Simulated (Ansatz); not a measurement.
`C[CH2][GaH][NH2]` + Cl• → `C[CH2][Ga][NH2]`• + HCl  (hydrogen abstraction from a Ga–H bond)

Program: Ansatz. Geometries: PBE0-D4/def2-TZVP. ΔE: electronic, gas phase. CCSD(T)/CBS is the MP2 limit (def2-TZVPP, def2-QZVPP) plus CCSD(T) − MP2 in def2-TZVPP, frozen cores. This one scheme is used for every species, atoms too. Functionals use def2-TZVPP. B3LYP here is the variant with VWN-RPA as its local correlation; programs differ in this. Open shells (•) are unrestricted, without spin–orbit coupling. Spin–orbit coupling would lower the free atoms: a little for Cl. Bonds to Ga are less sure, by a few kJ/mol each and by 10 to 20 or more in all where they break to atoms, as the def2 sets lack core-valence functions. Scalar relativity is left out up to krypton. One conformer a species, not always the lowest.

Problem. Is it downhill or uphill in electronic energy at CCSD(T)/CBS, and by how much? (An estimate is asked.)

Solution. Computed: Downhill: ΔE = -19.6 kcal/mol.

Problem. What do these levels give: r2SCAN-D4, PBE0-D4, PBE, PBE0, B3LYP, MP2/def2-TZVPP, SCS-MP2/def2-TZVPP, CCSD(T)/def2-TZVPP, MP2/def2-QZVPP, SCS-MP2/def2-QZVPP, HF/CBS(def2), CCSD/CBS(def2)? (Best estimate.)

Solution. Computed: r2SCAN-D4 -23.5, PBE0-D4 -22.7, PBE -25.7, PBE0 -23.0, B3LYP -21.4, MP2/def2-TZVPP -21.7, SCS-MP2/def2-TZVPP -19.0, CCSD(T)/def2-TZVPP -18.8, MP2/def2-QZVPP -22.2, SCS-MP2/def2-QZVPP -19.4, HF/CBS(def2) -11.3, CCSD/CBS(def2) -18.2 kcal/mol.

Largest T1 diagnostic among the species: 0.014.

From PBE to PBE0 (25 % exact exchange), in def2-TZVPP and without D4, ΔE moves by +2.8 kcal/mol. In def2-TZVPP, CCSD(T) changes the Hartree–Fock value by −7.6 kcal/mol (the triples alone add −1.4 kcal/mol) and MP2 by −10.5 kcal/mol.
